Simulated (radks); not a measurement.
Results of a calculation; reference values are marked as such.
Fractional charge and spin in the 5s shell of technetium: the spin-up occupation runs from 0 to 1 and the spin-down occupation from 0 to 1; the fullest corner is Tc, [Kr] 4d(up 2.5, down 2.5) 5s(up 1, down 1). Code: a radial shooting solver on a logarithmic mesh with Libxc functionals. Model: scalar-relativistic Kohn-Sham, LDA (Slater exchange, Perdew-Wang correlation), spin-polarised, spherical densities, point nucleus. Energy (eV) above the fullest corner. The planes named below are the two flat planes that join the four corners, with an edge along up + down = one added electron.

\begin{tabular}{lrrrrr}
down \ up & 0 & 0.25 & 0.5 & 0.75 & 1 \\ \hline
0 & 23.619 & 19.146 & 15.091 & 11.458 & 8.243 \\
0.25 & 19.146 & 15.144 & 11.555 & 8.379 & 5.612 \\
0.5 & 15.091 & 11.555 & 8.424 & 5.696 & 3.365 \\
0.75 & 11.458 & 8.379 & 5.696 & 3.404 & 1.497 \\
1 & 8.243 & 5.612 & 3.365 & 1.497 & 0.000 \\
\end{tabular}

Corners above the fullest one (they belong to Tc+ and the next ion): (up 1, down 0) 8.243 eV, (up 0, down 1) 8.243 eV, (up 0, down 0) 23.619 eV. With half an added electron in each spin the energy lies 0.181 eV from the planes, and with half an added electron in spin up alone -0.840 eV. The planes are only a guide here: the flat-plane condition holds for ground states with one frontier orbital, while other shells are open and held unpolarised.
